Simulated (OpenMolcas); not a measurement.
**Computed levels of Tc3+**

| Property | Result |
| --- | --- |
| Program | OpenMolcas 26.06 |
| Method | MS-RASPT2, IPEA 0.25 Eh, imaginary shift 0.1 Eh (closed shells correlated: 4s 4p) |
| Basis | ANO-RCC-VTZP [7s6p4d2f1g] |
| Scalar Hamiltonian | DKH2, point nucleus |
| Active space | 4 electrons in 9 orbitals (RAS2 4d 5s; RAS3 5p, at most 2 electrons) |
| State averaging | 2S+1 = 5 even, 15 roots; 2S+1 = 3 even, 90 roots kept (CI in the orbitals of an earlier block); 2S+1 = 1 even, 90 roots kept (CI in the orbitals of an earlier block, 85 in the spin-orbit step); 2S+1 = 5 odd, 30 roots (21 in the spin-orbit step); 2S+1 = 3 odd, 84 roots kept (CI in the orbitals of an earlier block, 5 in the spin-orbit step); 2S+1 = 1 odd, 84 roots kept (CI in the orbitals of an earlier block, 0 in the spin-orbit step) |
| Spin-orbit coupling | state interaction with AMFI integrals over the reference wave functions, term energies averaged over their components |

Spin-free terms above the lowest, with the occupations of the reference:

```
Configuration   Term  E (eV)      Occupations
          4d⁴     ⁵D  0.0000          4d 4.00
          4d⁴     ³H   1.932          4d 4.00
          4d⁴  ³P(1)   1.970  4d 3.99 5s 0.01
          4d⁴  ³F(1)   2.086          4d 3.99
          4d⁴     ³G   2.303          4d 4.00
          4d⁴     ³D   2.824          4d 4.00
          4d⁴     ¹I   2.884          4d 4.00
          4d⁴  ¹G(1)   2.960          4d 4.00
          4d⁴  ¹S(1)   3.288          4d 4.00
          4d⁴  ¹D(1)   3.502  4d 3.98 5s 0.01
          4d⁴     ¹F   3.995  4d 3.99 5s 0.01
          4d⁴  ³P(2)   4.736  4d 3.99 5s 0.01
          4d⁴  ³F(2)   4.779          4d 3.99
          4d⁴  ¹G(2)   5.448  4d 3.99 5s 0.01
          4d⁴  ¹D(2)   7.188  4d 3.99 5s 0.01
       4d³ 5s     ⁵F   9.014  4d 3.00 5s 1.00
          4d⁴  ¹S(2)   9.383          4d 3.99
       4d³ 5s  ³F(1)  10.219  4d 3.00 5s 0.99
```

With spin-orbit coupling, above the lowest level:

| Configuration | Term | J | E (eV) | g | Term weight % |
| --- | --- | --- | --- | --- | --- |
| 4d⁴ | ⁵D | 0 | 0.0000 |  | 97 |
| 4d⁴ | ⁵D | 1 | 0.0455 | 1.501 | 98 |
| 4d⁴ | ⁵D | 2 | 0.1232 | 1.500 | 99 |
| 4d⁴ | ⁵D | 3 | 0.2219 | 1.499 | 99 |
| 4d⁴ | ⁵D | 4 | 0.335 | 1.498 | 99 |
| 4d⁴ | ³P(1) | 0 | 1.809 |  | 93 |
| 4d⁴ | ³H | 4 | 2.002 | 0.856 | 82 |
| 4d⁴ | ³P(1) | 1 | 2.041 | 1.489 | 97 |
| 4d⁴ | ³H | 5 | 2.113 | 1.047 | 92 |
| 4d⁴ | ³H | 6 | 2.208 | 1.162 | 97 |
| 4d⁴ | ³F(1) | 3 | 2.222 | 0.981 | 68 |
| 4d⁴ | ³F(1) | 2 | 2.240 | 0.676 | 97 |
| 4d⁴ | ³F(1) | 4 | 2.293 | 1.163 | 71 |
| 4d⁴ | ³P(1) | 2 | 2.367 | 1.486 | 95 |
| 4d⁴ | ³G | 3 | 2.531 | 0.857 | 68 |
| 4d⁴ | ³G | 4 | 2.591 | 1.075 | 75 |
| 4d⁴ | ³G | 5 | 2.662 | 1.187 | 92 |
| 4d⁴ | ³D | 3 | 3.023 | 1.328 | 98 |
| 4d⁴ | ³D | 2 | 3.054 | 1.165 | 90 |
| 4d⁴ | ³D | 1 | 3.105 | 0.513 | 99 |
| 4d⁴ | ¹I | 6 | 3.148 | 1.005 | 97 |
| 4d⁴ | ¹G(1) | 4 | 3.302 | 1.010 | 88 |
| 4d⁴ | ¹S(1) | 0 | 3.584 |  | 95 |
| 4d⁴ | ¹D(1) | 2 | 3.790 | 1.011 | 91 |
| 4d⁴ | ¹F | 3 | 4.225 | 1.007 | 94 |
| 4d⁴ | ³P(2) | 2 | 4.874 | 1.492 | 98 |
| 4d⁴ | ³F(2) | 4 | 5.008 | 1.245 | 97 |
| 4d⁴ | ³F(2) | 2 | 5.045 | 0.673 | 98 |
| 4d⁴ | ³F(2) | 3 | 5.070 | 1.081 | 96 |
| 4d⁴ | ³P(2) | 1 | 5.103 | 1.500 | 100 |
| 4d⁴ | ³P(2) | 0 | 5.224 |  | 99 |
| 4d⁴ | ¹G(2) | 4 | 5.712 | 1.005 | 98 |
| 4d⁴ | ¹D(2) | 2 | 7.437 | 1.000 | 100 |
| 4d³ 5s | ⁵F | 1 | 8.974 | 0.003 | 99 |
| 4d³ 5s | ⁵F | 2 | 9.042 | 1.000 | 99 |
| 4d³ 5s | ⁵F | 3 | 9.143 | 1.250 | 99 |
| 4d³ 5s | ⁵F | 4 | 9.270 | 1.349 | 99 |
| 4d³ 5s | ⁵F | 5 | 9.418 | 1.398 | 99 |
| 4d⁴ | ¹S(2) | 0 | 9.637 |  | 100 |
| 4d³ 5s | ³F(1) | 2 | 10.224 | 0.676 | 98 |

Spin-orbit coupling puts the lowest level 0.2385 eV below the lowest spin-free term.

For ⁵D the intervals divided by the larger J are 366.6, 313.6, 265.3, 227.5 cm-1. Landé's interval rule makes them equal in pure LS coupling; they differ by 47 % of their mean. The multiplet is regular.

Term energies are means over components that CASPT2 splits; among the terms shown or strongly mixed into the levels shown the widest spread is 690 cm-1 (4d³ 5s ³F(1)). Blocks of more than 70 roots (2S+1 = 3 even, 1 even) ran without multistate coupling. Some high roots are left out of the spin-orbit mixing, which shifts the levels that they would mix with. Terms from blocks run as CI alone lack orbitals of their own. A single d shell beside an s shell can misplace configurations of different d count against each other. Only configurations of the active space appear. The first state left out of the spin-orbit step lies near 130000 cm-1 above the lowest spin-free state of the reference (among the parities and spins computed), and the list stops at four fifths of that energy or lower. The table shows the lowest 40 of 64 levels.

The term weight is that of the spin-free term in the level, not the purity of its configuration. A number in round brackets counts repeated terms of one configuration in the order of the reference energies.
